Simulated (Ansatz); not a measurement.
The pair A = GeH4 (SMILES [GeH4]) (first 5 atoms), B = CH4S (SMILES CS); geometry from B3LYP-D3(BJ)/def2-TZVP.
(charge 0, multiplicity 1):
```xyz
11

Ge    -0.00003     0.13432     0.16205
H     -1.52394     0.28526     0.22581
H      0.41839    -1.23619     0.71576
H      0.68099     1.24488     0.97313
H      0.45959     0.23236    -1.30489
C      1.05853    -0.29820     3.99155
S     -0.75247    -0.22582     3.80856
H      1.52855    -0.69742     3.09514
H      1.38948     0.72918     4.13302
H      1.34382    -0.88383     4.86276
H     -0.95362    -1.54037     3.62257
```

Frozen-core correlation. Filled d and f shells under p-block atoms count as core. MP2 and its Hartree–Fock in def2-QZVPPD are density fitted.

The values were computed with Ansatz (Gaussian basis) for Hartree–Fock, density functionals and correlated methods. Values without a source in brackets are computed.

Total energies (hartree), monomers frozen at their geometry in the pair:

```csv
structure,HF/def2-SVPD,HF/def2-QZVPPD,MP2/def2-SVPD
AB,-2514.9895055,-2515.4862063,-2515.4132776
A in the pair's basis,-2077.4150176,-2077.7217133,-2077.5330150
B in the pair's basis,-437.5758904,-437.7659639,-437.8779356
A,-2077.4148138,-2077.7217103,-2077.5323360
B,-437.5752804,-437.7659553,-437.8761500
```

Problem. Work out the interaction energy without and with the counterpoise correction, and the superposition error, for each level.

Solution. 
E(AB) − E(A) − E(B), times 627.509 kcal/mol, with the monomers in their own basis and then in the pair's basis:
- HF/def2-SVPD: 0.37 uncorrected, 0.88 corrected; the monomers gain 0.51 kcal/mol from borrowed functions
- HF/def2-QZVPPD: 0.92 uncorrected, 0.92 corrected; the monomers gain 0.01 kcal/mol from borrowed functions
- MP2/def2-SVPD: -3.01 uncorrected, -1.46 corrected; the monomers gain 1.55 kcal/mol from borrowed functions

Ansatz is a program for electronic structure.
